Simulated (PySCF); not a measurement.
Electron correlation in As (arsenic, neutral)

[Ar] 3d10 4s1 4p4, high-spin 4P determinant (an excited configuration). Computed with PySCF 2.14 in aug-cc-pwCVDZ-PP with ECP10MDF (6s5p4d1f, 48 functions), with a scalar-relativistic core potential. Frozen: 3s2 3p6 3d10; 5 electrons correlated.

| level | correlation energy (mhartree) |
| --- | --- |
| CCSD | -93.73 |
| (T) | -6.46 |
| CCSD(T) | -100.19 |

Diagnostics: T1 = 0.037, D1 = 0.1067, largest double amplitude 0.293.

Is a single reference adequate?

Not fully. T1 exceeds 0.03, a sign that the reference determinant is poor. A double-excitation amplitude exceeds 0.15, a sign of near-degeneracy.
